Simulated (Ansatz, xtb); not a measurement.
## Ranking isomers of C5H3ClOS

6 gas-phase structures of C5H3ClOS, from a drawn sample of its isomers (lower ones may exist). Each was relaxed with GFN2-xTB; where two conformers were screened, the lower at r2SCAN-D4/def2-SVP//GFN2-xTB is listed:

A. `O=Cc1csc(Cl)c1`, a singlet
B. `O=Cc1cscc1Cl`, a singlet
C. `O=Cc1cc(Cl)cs1`, a singlet
D. `O=Cc1sccc1Cl`, a singlet
E. `O=Cc1ccc(Cl)s1`, a singlet
F. `O=Cc1ccsc1Cl`, a singlet

Q: Which do you expect lowest at r2SCAN-D4/def2-SVP//GFN2-xTB, and how would the others follow?

A: Calculated order at r2SCAN-D4/def2-SVP//GFN2-xTB: D (0.0), C (0.5), E (1.4), B (2.6), F (3.5), A (3.5) kcal/mol. Less than 1 kcal/mol parts D and C; C and E; B and F; F and A, so the order within those pairs means little.

Energies above the lowest of each column, in kcal/mol; the last columns are at r2SCAN-D4/def2-SVP geometries:

```csv
structure,GFN2-xTB,HF/STO-3G,r2SCAN-D4/def2-SVP//GFN2-xTB,r2SCAN-D4/def2-SVP,CCSD(T)/def2-SVP + ΔMP2/def2-TZVPP
D,0.0,0.7,0.0,0.0,0.0
C,0.8,0.2,0.5,0.6,0.1
E,2.5,2.2,1.4,1.5,1.7
B,0.7,0.0,2.6,2.5,1.3
F,3.0,1.8,3.5,3.5,2.8
A,3.5,1.3,3.5,3.6,2.5
```

CCSD(T)/def2-SVP + ΔMP2/def2-TZVPP puts D lowest, with C within 1 kcal/mol; HF/STO-3G picks B. CCSD(T)/def2-SVP + ΔMP2/def2-TZVPP orders those it was run on as D (0.0), C (0.1), B (1.3), E (1.7), A (2.5), F (2.8) kcal/mol. Less than 1 kcal/mol parts D and C; B and E; E and A; A and F, so the order within those pairs means little. Flexible structures stand in one conformer each, not always the lowest. ΔMP2 is the change of the MP2 energy from the smaller to the larger basis.

Over these structures GFN2-xTB departs from r2SCAN-D4/def2-SVP//GFN2-xTB by 0.7 kcal/mol on average once a common shift is removed. A GFN2-xTB relaxation took about 0.25 s and the r2SCAN-D4/def2-SVP//GFN2-xTB energy about 6.5 s on a shared host (Ansatz 0.2.0, xtb 6.7.1).
